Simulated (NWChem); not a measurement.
System: MgSiH3F; SMILES [SiH3][Mg][F]

```xyz
6

Mg    -0.0130     0.8557    -0.0002
F      0.1350     2.5942     0.0002
Si    -0.2305    -1.7007    -0.0007
H      0.4039    -2.3283    -1.1992
H     -1.6543    -2.1538     0.0051
H      0.4141    -2.3297     1.1916
```
Atoms are numbered in this order, from 1.

Level: B3LYP/6-31G* (spherical d) (NWChem), optimised geometry, unscaled harmonic frequencies. 

### Question
List the harmonic frequencies with IR intensities, and the thermochemistry.

### Answer
```json
[
 {"frequency (cm⁻¹)": "107", "IR intensity (km/mol)": "44.5"},
 {"frequency (cm⁻¹)": "107", "IR intensity (km/mol)": "44.5"},
 {"frequency (cm⁻¹)": "299", "IR intensity (km/mol)": "0.1"},
 {"frequency (cm⁻¹)": "403", "IR intensity (km/mol)": "1.7"},
 {"frequency (cm⁻¹)": "403", "IR intensity (km/mol)": "1.7"},
 {"frequency (cm⁻¹)": "775", "IR intensity (km/mol)": "113.8"},
 {"frequency (cm⁻¹)": "864", "IR intensity (km/mol)": "233.6"},
 {"frequency (cm⁻¹)": "951", "IR intensity (km/mol)": "44.1"},
 {"frequency (cm⁻¹)": "951", "IR intensity (km/mol)": "44.1"},
 {"frequency (cm⁻¹)": "2200", "IR intensity (km/mol)": "88.2"},
 {"frequency (cm⁻¹)": "2211", "IR intensity (km/mol)": "134.1"},
 {"frequency (cm⁻¹)": "2211", "IR intensity (km/mol)": "134.1"}
]
```

| Property | Result |
|---|---|
| zero-point energy | 16.4 kcal/mol |
| thermal correction to the enthalpy at 298.15 K (with zero-point energy) | 20.5 kcal/mol |
| heat capacity Cv | 16.6 cal/(mol K) |
| entropy at 298.15 K and 1 atm (symmetry number 3) | 71.5 cal/(mol K) |
| dipole moment | 0.92 D |

Rigid rotor and harmonic oscillator.
